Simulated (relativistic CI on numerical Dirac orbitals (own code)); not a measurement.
# Hyperfine structure of Ar12+, mass number 39

Calculated at this level of theory: Dirac-Coulomb-Breit CI, orbitals from a KLI potential per configuration, QED by a radiative potential, unscaled Slater integrals (own radial code, finite nucleus).

Configurations in the expansion (outside the closed core 1s2): 2s²2p², 2s2p³, 2p⁴, 2p³3s, 2p³3p, 2s²2p3s, 2p³3d, 2s²2p3p, 2s²2p3d, 2s2p²3s, 2s2p²3p, 2s2p²3d, 2s²2p4s, 2s²2p4p, 2s²2p4d, 2s²2p4f. Levels of other configurations are missing.

Nuclear spin I = 7/2, μ = -1.59 μN, Q = -0.116 b (tables of Stone and Pyykkö). The electronic factors are computed for point nuclear moments, without core polarisation or the Bohr-Weisskopf and QED corrections.

| Level | E (cm⁻¹) | A (MHz) | B (MHz) |
| --- | --- | --- | --- |
| 2s²2p² ³P1 | 9798 | -80.45 | -869 |
| 2s²2p² ³P2 | 21810 | -5044 | 1640 |
| 2s²2p² ¹D2 | 87833 | -6570 | -3360 |
| 2s2p³ ⁵S°2 | 219602 | -16290 | 0.129 |
| 2s2p³ ³D°2 | 425169 | -9941 | -989 |
| 2s2p³ ³D°1 | 425744 | 10410 | -507 |
| 2s2p³ ³D°3 | 426379 | -16450 | 18.8 |
| 2s2p³ ³P°1 | 499247 | -22880 | 522 |

Levels with J = 0, under 50 % of one LS term, or S terms without an open s electron are left out. Small factors come from cancelling terms and can be off by tens of per cent or more.

At this charge energies of transitions that change n are usually good to better than 1 %, and those within a shell (Δn = 0) to a few per cent.

(1) Give the hyperfine levels of 2s²2p² ³P2 relative to its centre of gravity.

Answers

(1) With K = F(F + 1) − I(I + 1) − J(J + 1), E = AK/2 + B[¾K(K + 1) − I(I + 1)J(J + 1)]/[2I(2I − 1)J(2J − 1)]: F = 3/2: 46270, F = 5/2: 32930, F = 7/2: 14660, F = 9/2: -8121, F = 11/2: -34900 MHz.

LS names give the leading component of a level, which can be under half, so a name can repeat, a term be missing and a line seem to break the LS rules.
